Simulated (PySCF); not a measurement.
Gas-phase reaction: 3 SiI₂ + 3 SiH₄ ⇌ 2 SiHI₃ + i-Si₄H₁₀

Energies from PySCF, thermal terms from the rigid-rotor harmonic-oscillator model, ideal gas at 1 bar. † marks an energy on the PBE0/def2-TZVP geometry and frequencies; other levels use their own. MP2 freezes the core. All species are closed-shell singlets. B3LYP is the form with VWN-RPA correlation. I: scalar-relativistic def2 core potential, no spin-orbit coupling. MP2 isn't extrapolated to the basis-set limit; its ΔH°(298 K) is -395.3 kJ in def2-SVP and -430.1 kJ in def2-TZVPP. The harmonic model lacks anharmonicity and excited electronic states, which grow with temperature; levels with a mode under 35 cm⁻¹ are left out. Internal rotation in i-Si₄H₁₀ is treated as a harmonic vibration of one conformer, which makes the entropy rough. Soft modes under 120 cm⁻¹ make the harmonic entropy rough for SiI₂, SiHI₃.

```tsv
level	ΔE electronic, kJ	ΔH°(298 K), kJ	ΔS°(298 K), J/K	ΔG°(2000 K), kJ
B3LYP/def2-TZVP†	-316	-300	-418	440
HF/def2-TZVP†	-360	-344	-418	396
MP2/def2-SVP†	-411	-395	-418	345
MP2/def2-TZVPP†	-446	-430	-418	310
PBE0/def2-SVP†	-419	-403	-418	337
PBE0/def2-TZVP	-424	-408	-418	332
```
ΔH° is lowest at MP2/def2-TZVPP† and highest at B3LYP/def2-TZVP†. No reference value is set beside these.
